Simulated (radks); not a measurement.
Initial-state core-level shifts of the dysprosium ion Dy2+ when its valence configuration changes from [Xe] 4f10. Method: Dirac Kohn-Sham, PBE, spin-unpolarised, spherical densities, finite nucleus; open shells fill j = l - 1/2 first; Fermi nuclear charge, rms radius 5.2218 fm; computed with a radial shooting solver on a logarithmic mesh with Libxc functionals. Shifts are changes of the shell-averaged eigenvalues in eV (positive: less bound); the change of the density at the nucleus, which sets a Mossbauer isomer shift, is in e/bohr^3, on a base of 7.402e+05.

| valence | 1s | 3p | 3d | 5p | density at nucleus |
|---|---|---|---|---|---|
| 4f9 5d1 | -6.391 | -7.739 | -7.655 | -3.058 | +30.46 |
| 4f8 5d2 | -13.722 | -16.759 | -16.574 | -6.156 | +67.39 |
| 4f7.5 5d2 6p0.5 | -19.662 | -23.697 | -23.462 | -9.524 | +92.14 |
| 4f8 6s2 | -19.698 | -22.850 | -22.699 | -11.543 | +200.21 |
| 4f9.5 6p0.5 | -4.848 | -5.485 | -5.454 | -3.255 | +17.53 |
| 4f8 6p2 | -21.734 | -24.885 | -24.735 | -13.459 | +86.90 |
| 4f8 5d1 6p1 | -17.647 | -20.742 | -20.573 | -9.793 | +75.96 |
| 4f9 6p1 | -10.130 | -11.508 | -11.441 | -6.613 | +38.04 |
| 4f7 5d1 6p2 | -30.158 | -35.353 | -35.086 | -16.690 | +130.82 |
